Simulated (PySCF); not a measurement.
# Correlation energy of Ho⁺ (holmium, charge +1)

[Xe] 4f11 6s1, one real determinant. All numbers are calculated (PySCF 2.14, scalar relativity by spin-free X2C-1e, in cc-pVDZ-X2C (8s7p5d3f1g, 84 functions)). Frozen: [Kr] 4d10; 20 electrons correlated.

MP2 pair energies summed by pair of shells (mhartree):

```csv
pair,energy,share (%)
4f-4f,-361.04,46.5
4f-5p,-197.75,25.5
5p-5p,-115.15,14.8
4f-5s,-42.29,5.4
5s-5p,-28.68,3.7
5p-6s,-17.08,2.2
4f-6s,-8.22,1.1
5s-5s,-5.73,0.7
5s-6s,-0.84,0.1
```

Total MP2 correlation energy: -776.78 mhartree.

Same-spin part -303.34 and opposite-spin part -473.44 mhartree; SCS-MP2 scales them by 1/3 and 6/5 to -669.24 mhartree.

The reference is one real determinant that mixes LS terms of this configuration.
